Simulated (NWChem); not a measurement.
System: C$_{2}$H$_{3}$BF$_{2}$O; SMILES C=COB(F)F

```xyz
9

C      0.5198    -2.1252    -0.1229
C     -0.6416    -1.4992     0.1234
O     -0.8801    -0.1448     0.1729
B     -0.0104     0.8849    -0.0137
F     -0.4857     2.1214     0.0866
F      1.2859     0.7255    -0.2901
H      1.4599    -1.5952    -0.3233
H      0.5257    -3.2240    -0.1232
H     -1.5737    -2.0522     0.3221
```
Atoms are numbered in this order, from 1.

All runs: NWChem. Pople sets run with spherical d functions. The geometry was optimised at PBE-D3(BJ)/def2-SVP. Level: PBE0/6-31+G*; rows give the wavelength of the field.

| field | isotropic polarisability (bohr³) | anisotropy (bohr³) |
|---|---|---|
| static | 40.1 | 22.4 |
| 1065 nm | 40.5 | 22.8 |
| 589 nm | ? | ? |

Fill in the missing entries.


- 589 nm, isotropic polarisability (bohr³): 41.4
- 589 nm, anisotropy (bohr³): 23.8
